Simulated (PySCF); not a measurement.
C₄H₆ClF, SMILES F[C@H](Cl)C1CC1. Geometry optimised at r2SCAN-D4/def2-SVP. The structure was generated by enumeration; whether it is a known compound was not checked. The values are those of a single conformer.

**Question.** Give the equilibrium geometry at r2SCAN-D4/def2-SVP (PySCF confirms it by a frequency run) as a Z-matrix. (The exact figures need the calculation; the answer reports its results.)

**Answer.** This is not unique; one that fits is 
```
C
H 1 1.0949
C 1 1.4967 2 112.99
F 3 1.3642 1 110.62 2 -177.35
H 3 1.1017 4 108.28 1 -124.80
C 1 1.5004 2 117.99 3 145.54
H 6 1.0932 1 117.65 2 -1.24
H 6 1.0938 7 115.06 1 143.76
C 6 1.5035 7 118.90 8 146.79
H 9 1.0935 6 117.28 7 -145.60
H 9 1.0936 10 115.10 6 -147.28
Cl 3 1.8109 5 105.51 4 115.86
```
